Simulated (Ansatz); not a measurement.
System: sum formula Si2H4Cl2 (charge 0, singlet). 
Coordinates optimised at B3LYP-D3(BJ)/def2-TZVP (Ansatz, a quantum-chemistry and plane-wave program):
```xyz
8

Si    -2.1276    -0.0442     0.0331
Si     0.1597    -0.2006     0.4945
Cl     1.0025     1.6815     0.3739
Cl     1.0474    -1.4343    -0.9045
H     -2.7346    -1.3933     0.1085
H     -2.2943     0.5118    -1.3280
H     -2.7669     0.8478     1.0280
H      0.4980    -0.7415     1.8249
```
Charge 0, spin multiplicity 1.

Total electronic energies in hartree. Valence correlation only, unless marked. Spin-orbit coupling is left out. Non-relativistic. CBS(X,Y): correlation extrapolated as X^-3; Hartree-Fock from the larger set.

```
level                                                program  energy (Eh)
--------------------------------------------  --------------  -----------
HF/cc-pV(T+d)Z                                        Ansatz  -1499.37185
HF/cc-pV(Q+d)Z                                        Ansatz  -1499.38594
PBE-D4/def2-TZVPD                             Ansatz + dftd4  -1501.25942
revPBE-D3(BJ)/def2-TZVPD                      Ansatz + dftd3  -1501.66210
revPBE-D4/def2-TZVPD                          Ansatz + dftd4  -1501.66394
r2SCAN-D4/def2-TZVPD                          Ansatz + dftd4  -1501.82220
B97M-V/def2-TZVPD                                     Ansatz  -1501.54900
PBE0-D3(BJ)/def2-TZVP                         Ansatz + dftd3  -1501.39270
r2SCAN0-D4/def2-TZVPD                         Ansatz + dftd4  -1501.81005
HSE06-D3(BJ)/def2-TZVPD                       Ansatz + dftd3  -1501.36426
CAM-B3LYP-D4/def2-TZVPD                       Ansatz + dftd4  -1501.97868
B2GP-PLYP-D3(BJ)/def2-TZVPD                   Ansatz + dftd3  -1501.25906
PBE-QIDH/def2-TZVPD                                   Ansatz  -1501.04489
MP2/aug-cc-pV(D+d)Z                                   Ansatz  -1499.82685
MP2/cc-pVTZ                                           Ansatz  -1499.98424
RI-MP2/CBS(cc-pV(T+d)Z,cc-pV(Q+d)Z)                   Ansatz   -1500.1082
SCS-MP2/6-31G                                         Ansatz  -1499.25915
SCS-MP2/aug-cc-pV(D+d)Z                               Ansatz  -1499.82518
CCSD/6-31G                                            Ansatz  -1499.29194
CCSD(T)/STO-3G                                        Ansatz  -1482.93740
CCSD(T)/6-31G*                                        Ansatz  -1499.69891
CCSD(T)/cc-pV(D+d)Z                                   Ansatz  -1499.85831
CCSD(T)/CBS(aug-cc-pV(T+d)Z,aug-cc-pV(Q+d)Z)          Ansatz   -1500.2001
```

Totals of different functionals don't rank their quality; only differences between species are comparable.
